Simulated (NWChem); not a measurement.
SiNH$_{2}$ClF$_{2}$; SMILES F[Si](F)(Cl)N

```xyz
7

N      1.4605    -1.1552    -0.0465
Si    -0.0152    -0.3422    -0.0011
F     -0.8811    -0.7549    -1.2858
F     -0.7973    -0.7687     1.3319
Cl     0.0541     1.6997     0.0025
H      2.0037    -1.2227    -0.8984
H      2.0244    -1.2699     0.7868
```
Atoms are numbered in this order, from 1.

Level: PBE0/def2-SVP (NWChem), optimised geometry, unscaled harmonic frequencies. 

| frequency (cm⁻¹) | IR intensity (km/mol) |
|---|---|
| 45 | 7.3 |
| 198 | 16.1 |
| 255 | 1.3 |
| 311 | 24.2 |
| 314 | 81.7 |
| 331 | 97.6 |
| 335 | 54.4 |
| 574 | 143.2 |
| 790 | 7.8 |
| 845 | 178.5 |
| 989 | 182.2 |
| 1010 | 194.9 |
| 1530 | 80.7 |
| 3634 | 71.1 |
| 3737 | 77.0 |

zero-point energy: 21.3 kcal/mol
thermal correction to the enthalpy at 298.15 K (with zero-point energy): 26.1 kcal/mol
heat capacity Cv: 21.2 cal/(mol K)
entropy at 298.15 K and 1 atm (symmetry number 1): 82.4 cal/(mol K)
dipole moment: 3.05 D

Rigid rotor and harmonic oscillator; modes under 100 cm⁻¹ make the entropy uncertain.
